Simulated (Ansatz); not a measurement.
CH3F2In, SMILES `F[CH2][InH][F]`, relaxed with RKS PBE0-D4/def2-TZVP in the Gaussian-basis code of Ansatz from a GFN2-xTB geometry. The force threshold is 0.005 eV/Å; the program also tests the step.

The species carries charge 0 and has multiplicity 1. In: def2 effective core potential.

Start:

```xyz
7

F     0.504    0.365   -1.934
C    -0.419    0.353   -0.921
In    0.597   -0.192    1.017
F    -0.710   -1.359    1.913
H    -1.134   -0.454   -1.106
H    -0.901    1.332   -0.890
H     2.062   -0.044    1.921
```

**Question.** By how much does the energy fall, and how many steps does the optimiser take? (An estimate is asked.)

**Answer.** The calculation gave: 1.79 kcal/mol, in 11 steps.

**Question.** Which bonds change most? (Best estimate.)

**Answer.** The calculation gave: C2–In3 from 2.255 to 2.161 Å; In3–H7 from 1.727 to 1.701 Å; F1–C2 from 1.371 to 1.385 Å; C2–H6 from 1.092 to 1.093 Å.

**Question.** Give the relaxed structure. (Estimate.)

**Answer.** Ansatz gave: 
```xyz
7

F     0.532    0.749   -1.847
C    -0.371    0.275   -0.910
In    0.588   -0.254    0.953
F    -0.850   -0.919    2.122
H    -0.875   -0.604   -1.321
H    -1.125    1.045   -0.727
H     2.101   -0.292    1.730
```
